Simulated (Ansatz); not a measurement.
`C[O][Al]([Cl])[Cl]` + `ClB(Cl)[SeH]` → `C[Se]B(Cl)Cl` + `[OH][Al]([Cl])[Cl]`  (substitution at a C–O bond)

Program: Ansatz. Geometries: PBE0-D4/def2-TZVP. ΔE: electronic, gas phase. CCSD(T)/CBS is the MP2 limit (def2-TZVPP, def2-QZVPP) plus CCSD(T) − MP2 in def2-TZVPP, frozen cores. DFT in def2-TZVPP. B3LYP here is the variant with VWN-RPA as its local correlation; programs differ in this. HSE06 is defined as in plane-wave codes. For Se outer-core shells are correlated without core-valence functions, which leaves a few kJ/mol of doubt a bond. Scalar relativity is left out up to krypton. Each species was taken in one conformer, which may not be the lowest.

| level | ΔE (kcal/mol) | difference from CCSD(T)/CBS |
| --- | --- | --- |
| BLYP-D4 | -13.7 | 1.9 |
| B3LYP-D4 | -13.5 | 2.1 |
| HSE06-D4 | -14.5 | 1.1 |
| ωB97X-V | -13.4 | 2.2 |
| B2PLYP | -14.1 | 1.5 |
| PBE-QIDH | -15.2 | 0.4 |
| BLYP | -12.6 | 3.0 |
| HSE06 | -14.2 | 1.4 |
| BHLYP | -12.2 | 3.4 |
| MP2/def2-SVP | -11.0 | 4.6 |
| SCS-MP2/def2-TZVPP | -15.3 | 0.3 |
| CCSD/def2-TZVPP | -14.2 | 1.4 |
| CCSD(T)/def2-TZVPP | -15.0 | 0.6 |
| HF/def2-QZVPP | -10.4 | 5.2 |
| MP2/def2-QZVPP | -17.4 | -1.8 |
| HF/CBS(def2) | -10.4 | 5.2 |
| CCSD(T)/CBS | -15.6 | 0 |

Largest T1 diagnostic among the species: 0.011.

Leaving LDA and LC-ωPBE aside and taking each functional with its dispersion term where it has one, the values, not all of them listed here, spread over 2.6 kcal/mol, from revPBE-D4 to CAM-B3LYP-D4. At CCSD(T), def2-SVP lies +6.8 kcal/mol from the extrapolated value and def2-TZVPP +0.6 kcal/mol. The D4 term adds −0.8 kcal/mol with B3LYP and −0.4 kcal/mol with PBE0; it sums over pairs of atoms, weighted by their polarisabilities, and B3LYP, whose exchange is more repulsive, gets the larger term.
